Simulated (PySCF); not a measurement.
Correlation energy of Ne⁺ (neon, charge +1)

[He] 2s2 2p5, 2P determinant. All numbers are calculated (PySCF 2.14, scalar relativity by spin-free X2C-1e, in Sapporo-DZP-2012). Frozen: 1s2; 7 electrons correlated.

MP2 pair energies summed by pair of shells (mhartree):

| pair | energy | share (%) |
| --- | --- | --- |
| 2p-2p | -93.57 | 64.0 |
| 2s-2p | -44.99 | 30.7 |
| 2s-2s | -7.74 | 5.3 |

Total MP2 correlation energy: -146.30 mhartree.

Same-spin part -38.36 and opposite-spin part -107.94 mhartree; SCS-MP2 scales them by 1/3 and 6/5 to -142.32 mhartree.

```
  level  correlation energy (mhartree)
   CCSD                        -156.99
    (T)                          -1.14
CCSD(T)                        -158.13
```

Diagnostics: T1 = 0.0037, D1 = 0.0060, largest double amplitude 0.037.

Q: Is a single reference adequate?

A: Yes: T1 lies below 0.03 and no double amplitude reaches 0.07.
